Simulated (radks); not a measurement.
Spherical jellium clusters: N electrons in a uniform positive sphere of charge N and radius rs N^(1/3), rs = 5.82 bohr. Level of theory: non-relativistic Kohn-Sham, LDA (Slater exchange, Perdew-Wang correlation), spin-polarised, spherical densities (a radial shooting solver with Libxc functionals). Levels are named by radial order and angular momentum (1s, 1p, 1d, 2s, ...), and open shells are averaged over m. Each electron was tried in the lowest free levels, single moves between levels near the top were tried too, and the lowest total energy was kept; such a search can miss a lower state. Energies include the self-energy of the background; IP and EA are vertical (highest electron removed, lowest free level filled), at fixed background; spill-out counts the electrons outside the background radius R, and alpha is the static dipole polarisability from linear response (closed shells only). A dash means not computed or, for alpha, an open shell; in EA it means that no bound solution was reached, which is typical of self-interaction and does not show that the anion is unstable. Real open-shell clusters deform, which this model forbids.

| N | open shells | 2S | E(N+1) + E(N-1) - 2E(N) (eV) | EA (eV) | -e(HOMO) (eV) | spill-out (e) |
|---|---|---|---|---|---|---|
| 1 | 1s(up 1, down 0) | 1 | - | - | 2.348 | 0.26 |
| 2 | none | 0 | 0.578 | - | 2.370 | 0.40 |
| 3 | 1p(up 1, down 0) | 1 | -0.408 | - | 1.813 | 0.62 |
| 4 | 1p(up 2, down 0) | 2 | -0.254 | - | 2.122 | 0.74 |
| 5 | 1p(up 3, down 0) | 3 | 0.227 | - | 2.310 | 0.82 |
| 6 | 1p(up 3, down 1) | 2 | -0.212 | 1.074 | 2.114 | 0.94 |
| 7 | 1p(up 3, down 2) | 1 | -0.148 | 1.260 | 2.286 | 1.03 |
| 8 | none | 0 | 0.606 | - | 2.406 | 1.10 |
| 9 | 1d(up 1, down 0) | 1 | -0.155 | - | 1.836 | 1.22 |
| 10 | 1d(up 2, down 0) | 2 | -0.127 | 1.061 | 1.980 | 1.32 |
| 11 | 1d(up 3, down 0) | 3 | -0.106 | 1.188 | 2.094 | 1.41 |
| 12 | 1d(up 4, down 0) | 4 | -0.089 | 1.295 | 2.188 | 1.48 |
| 13 | 1d(up 5, down 0) | 5 | 0.227 | 1.093 | 2.265 | 1.55 |
| 14 | 1d(up 5, down 1) | 4 | -0.099 | 1.213 | 2.054 | 1.63 |
| 15 | 1d(up 5, down 2) | 3 | -0.084 | 1.314 | 2.146 | 1.71 |
| 16 | 1d(up 5, down 3) | 2 | -0.072 | 1.401 | 2.223 | 1.78 |
| 17 | 1d(up 5, down 4) | 1 | -0.062 | 1.476 | 2.289 | 1.84 |
| 18 | none | 0 | 0.133 | 1.367 | 2.345 | 1.90 |
| 19 | 2s(up 1, down 0) | 1 | 0.174 | 1.228 | 2.207 | 2.02 |
| 20 | none | 0 | 0.081 | 1.158 | 2.055 | 2.18 |
| 21 | 1f(up 1, down 0) | 1 | -0.067 | 1.233 | 1.988 | 2.25 |
| 22 | 1f(up 2, down 0) | 2 | -0.060 | 1.301 | 2.049 | 2.30 |
| 23 | 1f(up 3, down 0) | 3 | -0.054 | 1.362 | 2.103 | 2.36 |
| 24 | 1f(up 4, down 0) | 4 | -0.049 | 1.418 | 2.152 | 2.41 |
| 25 | 1f(up 5, down 0) | 5 | -0.045 | 1.469 | 2.196 | 2.46 |
| 26 | 1f(up 6, down 0) | 6 | -0.041 | 1.516 | 2.237 | 2.50 |
| 27 | 1f(up 7, down 0) | 7 | 0.192 | 1.332 | 2.273 | 2.55 |
| 28 | 1f(up 7, down 1) | 6 | -0.049 | 1.389 | 2.087 | 2.60 |
| 29 | 1f(up 7, down 2) | 5 | -0.045 | 1.441 | 2.134 | 2.66 |
| 30 | 1f(up 7, down 3) | 4 | -0.041 | 1.489 | 2.177 | 2.71 |
| 31 | 1f(up 7, down 4) | 3 | -0.038 | 1.533 | 2.216 | 2.76 |
| 32 | 1f(up 7, down 5) | 2 | -0.035 | 1.574 | 2.251 | 2.82 |
| 33 | 1f(up 7, down 6) | 1 | -0.033 | 1.612 | 2.284 | 2.86 |
| 34 | none | 0 | 0.220 | 1.406 | 2.315 | 2.91 |
| 35 | 2p(up 1, down 0) | 1 | -0.023 | 1.443 | 2.099 | 3.02 |
| 36 | 2p(up 2, down 0) | 2 | -0.016 | 1.472 | 2.124 | 3.13 |
| 37 | 2p(up 3, down 0) | 3 | - | 1.339 | 2.144 | 3.24 |

All shells are closed at N = 2, 8, 18, 20, 34 (there: 1s2 1p6 1d10 2s2 1f14); the second difference of the energy has clear peaks (12 % above both neighbours; the first and last values, which can be the largest, are not judged, and half-filled shells can peak too) at N = 5, 8, 13, 19, 27, 34.
